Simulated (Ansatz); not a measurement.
Mulliken charges of `[O]=[Mo]([F])([F])=[S]` from r2SCAN/def2-TZVPP in Ansatz (PBE0-D4/def2-TZVP geometry).

| atom | x (Å) | y (Å) | z (Å) | charge (e) |
| --- | --- | --- | --- | --- |
| O1 | 0.561 | -0.918 | 1.314 | -0.458 |
| Mo2 | -0.051 | -0.052 | 0.039 | 1.488 |
| F3 | -1.412 | 1.026 | 0.626 | -0.359 |
| F4 | -0.598 | -1.202 | -1.279 | -0.359 |
| S5 | 1.500 | 1.146 | -0.700 | -0.312 |

By hand: the dipole of these point charges (1 e Å = 4.8032 D).

Σ q r = (-0.079, 0.049, -0.091) e Å, of length 0.130 e Å = 0.62 D.

How does the dipole of the full density compare? (Estimate.)

The calculation gave: (-0.097, 0.037, -0.084) e Å, 0.64 D; the point charges give 0.97 times that, at 10° from its direction.

Point charges leave out the atoms' own dipoles, such as those of lone pairs, and Mulliken's split depends on the basis, so the close match here is no proof of good charges.
